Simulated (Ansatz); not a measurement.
Two isomers of C3H4F4: A = `CC(F)C(F)(F)F`, B = `FCC(F)(F)CF`.

Computed with Ansatz on PBE0-D4/def2-TZVP structures; ΔE is electronic, products minus reactants. CCSD(T)/CBS is the MP2 limit (def2-TZVPP, def2-QZVPP) plus CCSD(T) − MP2 in def2-TZVPP, frozen cores. DFT in def2-TZVPP. One conformer a species, not always the lowest.

A:

Z-matrix (Å, degrees):
```
C
C 1 1.504
H 1 1.090 2 109.2
H 1 1.090 2 110.4 3 -119.8
H 1 1.091 2 110.5 3 119.5
F 2 1.376 1 110.1 3 59.9
C 2 1.523 1 112.9 3 179.7
H 2 1.095 1 111.8 3 -60.0
F 7 1.334 2 112.1 1 -57.6
F 7 1.340 2 109.7 1 62.3
F 7 1.332 2 111.3 1 -178.4
```

B:

```xyz
11

F    -0.0217    0.2651    1.9750
C     0.7932   -0.2481    0.9974
C    -0.0226   -0.5247   -0.2467
F    -0.9409   -1.4924    0.0052
F     0.8336   -1.0101   -1.1820
C    -0.7754    0.6650   -0.8014
F     0.1053    1.6858   -1.0572
H     1.5758    0.4762    0.7630
H     1.2324   -1.1857    1.3468
H    -1.2672    0.3690   -1.7311
H    -1.5126    0.9998   -0.0691
```

Q: Which is lower in electronic energy at CCSD(T)/CBS, and by how much? (An estimate is asked.)

A: Ansatz gave: A, by 14.5 kcal/mol.

Q: Give E(B) − E(A) in kcal/mol with LDA (SPW92), PBE0-D4, B2PLYP, r2SCAN-D4, HF/def2-TZVPP, CCSD/def2-TZVPP, MP2/def2-TZVPP. (An estimate is asked.)

A: Ansatz gave: LDA (SPW92) 17.1, PBE0-D4 15.4, B2PLYP 14.2, r2SCAN-D4 16.2, HF/def2-TZVPP 14.2, CCSD/def2-TZVPP 14.7, MP2/def2-TZVPP 15.6. None reverses the order clearly.

Q: Does the order hold for the free energy at 298.15 K (harmonic terms from PBE0-D4)? (Estimate.)

A: Ansatz gave: Yes: G(B) − G(A) = +15.1 kcal/mol, for one conformer each.

Largest T1 diagnostic: 0.011.

From BLYP to BHLYP (50 % exact exchange), in def2-TZVPP and without D4, E(B) − E(A) moves by +1.4 kcal/mol. Leaving LDA and LC-ωPBE aside and taking each functional with its dispersion term where it has one, the values, not all of them listed here, spread over 3.5 kcal/mol, from BLYP-D4 to r2SCAN0-D4. LDA lies +2.4 kcal/mol from PBE without D4.
